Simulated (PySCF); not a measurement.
Work out the structure from these simulated measurements.

Formula: C7H18SeSi.

- NMR, other nuclei: isotropic shieldings of nuclei other than C and H, by class: 344 (1 Si), 1844 (1 Se) ppm [GIAO KT3/pcSseg-1]
- 13C NMR: chemical shifts (computed TMS as zero) by class: 41.2 (1 C), 28.8 (1 C), 28.4 (1 C), 15.3 (1 C), 3.2 (3 C) ppm [GIAO KT3/pcSseg-1]
- Rotational structure: rotational constants A, B, C: 1.263, 0.574, 0.474 GHz [PBE0-D3(BJ)/def2-SVP]
- Dipole: 1.75 D [KT3/pcSseg-1]
- 1H NMR: chemical shifts (computed TMS as zero) by class: 2.23 (2 H), 1.55 (2 H), 1.41 (2 H), 0.95 (3 H), 0.33 (9 H) ppm [GIAO KT3/pcSseg-1]

Electronic properties: PySCF, gas phase, density fitting. Levels stand in brackets. Isolated species at its PBE0-D3(BJ)/def2-SVP geometry (one conformer only). Relativistic effects, spin–orbit coupling among them, are left out although an element past zinc is present. NMR classes are plain means over equivalent atoms (diastereotopic ones count apart unless rotation or inversion swaps them), as if these changed places fast.

Problem. Propose a structure and show how it fits.

Solution. Numbering: `[CH3:1][CH2:2][CH2:3][CH2:4][Se:5][Si:6]([CH3:7])([CH3:8])[CH3:9]`. 7 carbons fall into 5 classes; from least to most shielded: chain CH2 carbon [C3] (41.2 ppm), sp3 carbon bound to selenium [C4] (28.8 ppm), chain CH2 carbon [C2] (28.4 ppm), methyl carbon [C1] (15.3 ppm), Si-methyl carbon [C7/C8/C9] (3.2 ppm, 3 C, up to 7.1 ppm apart in this geometry). Hydrogen classes from least to most shielded: 2 H on an sp3 carbon bound to selenium, C4 (2.23 ppm, a mean of values up to 0.9 ppm apart in this geometry), 2 H on a chain CH2 carbon, C3 (1.55 ppm), 2 H on a chain CH2 carbon, C2 (1.41 ppm), 3 H on a methyl carbon, C1 (0.95 ppm, a mean of values up to 0.5 ppm apart in this geometry), 9 H on 3 Si-methyl carbons, C7/C8/C9 (0.33 ppm). The other shieldings belong to: 344 ppm, four-coordinate silicon [Si6]; 1844 ppm, selenium bonded to C and Si [Se5]. The optimised geometry has point group C1 and is an asymmetric top. Structure: `CCCC[Se][Si](C)(C)C` (Me3Si(SeBu)). The assignments are read from this structure; whether some other isomer fits the data as well wasn't checked. NMR values of atoms bound to Se lack the spin–orbit term that these neighbours bring.

Shape of the structure used: `[CH3:1][CH2:2][CH2:3][CH2:4][Se:5][Si:6]([CH3:7])([CH3:8])[CH3:9]`: C1–C2–C3–C4 -66°, C2–C3–C4–Se5 -177°, C3–C4–Se5–Si6 -73°, C4–Se5–Si6–C7 -154°.
